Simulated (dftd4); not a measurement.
I2Sn, charge -1, doublet, at a GFN2-xTB geometry (such geometries of metal compounds can be far from the true shape) (a state made from the parent by changing its charge; the spin is typed, not shown lowest); D4 for b97d in dftd4.

The dftd4 input:
```
$ dftd4 mol.xyz --func b97d --charge -1 --json dftd4.json --noedisp

# file mol.xyz
3

Sn    -0.00062870    -0.00460457     1.21175688
I      1.13463361    -1.92671362    -0.57832450
I     -1.13404050     1.93105755    -0.56484237
```

The log (banner, timings and long lists left out):

```
                    ____  _____ _____     ____  _  _
      -------------|  _ \|  ___|_   _|---|  _ \| || |------------
     |             | | | | |_    | | ___ | | | | || |_           |
     |             | |_| |  _|   | ||___|| |_| |__   _|          |
     |             |____/|_|     |_|     |____/   |_|            |
     |             ===================================           |
     |            E. Caldeweyher, S. Ehlert & S. Grimme          |
     |          Mulliken Center for Theoretical Chemistry        |
     |                    University of Bonn                     |
      -----------------------------------------------------------

Rational (Becke-Johnson) damping: b97d-D4-ATM
---------------------
  s6         1.0000
  s8         1.6946
  s9         1.0000
  a1         0.2890
  a2         4.1341
 alp        16.0000
--------------------

Dispersion energy:      -3.0411193094029E-02 Eh

[Info] JSON dump of results written to 'dftd4.json'
```
